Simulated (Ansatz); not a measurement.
Reaction (cleavage of the Si–B bond): `[AlH2][B]([SiH3])O[SiH3]` + `[OH][AlH][SiH3]` → `[SiH3][O][AlH][SiH3]` + `[AlH2][BH]O[SiH3]`

Program: Ansatz. Geometries: PBE0-D4/def2-TZVP. ΔE: electronic, gas phase. CBS: MP2 limit from def2 TZ/QZ plus the TZ coupled-cluster correction, frozen cores. Functionals use def2-TZVPP. B3LYP here is the variant with VWN-RPA as its local correlation; programs differ in this. One conformer a species, not always the lowest.

(1) Is it downhill or uphill in electronic energy at CCSD(T)/CBS, and by how much? (Best estimate.)

(2) What do these levels give: B3LYP-D4, B2PLYP, PBE, r2SCAN, PBE0, MP2/def2-TZVPP, SCS-MP2/def2-TZVPP, CCSD/def2-TZVPP, CCSD(T)/def2-TZVPP, HF/def2-QZVPP, SCS-MP2/def2-QZVPP, HF/CBS(def2)? (An estimate is asked.)

Largest T1 diagnostic among the species: 0.014.

Answers

(1) The calculation gave: Downhill: ΔE = -121.7 kJ/mol.

(2) Ansatz gave: B3LYP-D4 -124.3, B2PLYP -131.9, PBE -93.8, r2SCAN -112.5, PBE0 -106.1, MP2/def2-TZVPP -129.7, SCS-MP2/def2-TZVPP -138.0, CCSD/def2-TZVPP -129.8, CCSD(T)/def2-TZVPP -122.3, HF/def2-QZVPP -172.9, SCS-MP2/def2-QZVPP -138.4, HF/CBS(def2) -173.3 kJ/mol.

In def2-TZVPP, CCSD(T) changes the Hartree–Fock value by +48.0 kJ/mol (the triples alone add +7.5 kJ/mol) and MP2 by +40.6 kJ/mol. From PBE to PBE0 (25 % exact exchange), in def2-TZVPP and without D4, ΔE moves by −12.3 kJ/mol.
